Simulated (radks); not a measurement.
Results of a calculation; reference values are marked as such.
Ionisation of neutral praseodymium, [Xe] 4f3 6s2, to Pr+, [Xe] 4f3 6s1, under several functionals. Scalar-relativistic Kohn-Sham, spin-unpolarised, spherical densities, finite nucleus; a radial shooting solver on a logarithmic mesh with Libxc functionals.

| functional | E(Pr) (hartree) | Exc (hartree) | IE (eV) | -e(HOMO) (eV) | <r> HOMO (bohr) | IE error (eV) |
|---|---|---|---|---|---|---|
| LDA (Slater exchange, VWN5 correlation) | -9230.1629 | -209.0180 | 5.908 | 1.439 | 1.206 | +0.437 |
| PW91 | -9238.0200 | -216.9123 | 5.754 | 1.305 | 1.209 | +0.283 |
| SOGGA | -9232.9834 | -211.8422 | 5.637 | 1.209 | 1.210 | +0.167 |
| revPBE | -9237.1351 | -216.0203 | 5.646 | 1.231 | 1.210 | +0.175 |
| r2SCAN | -9237.9077 | -216.2498 | 5.706 | 0.914 | 1.208 | +0.236 |
| exchange-only PBE | -9233.6418 | -212.4649 | 5.178 | 0.328 | 1.243 | -0.292 |

NIST Atomic Spectra Database: 5.470 eV (semi-empirical). Closest: SOGGA. The Delta-SCF values span 0.73 eV, the total energies 7.86 hartree. The highest occupied level is 4f. Spin polarisation and multiplet splitting are left out, so open shells lie too high by an amount that depends on their filling. Spin-orbit splitting is averaged out at the scalar-relativistic level.

Beside tabulated values, note that spin-unpolarised runs miss the spin-polarisation part of the exchange energy of open shells.
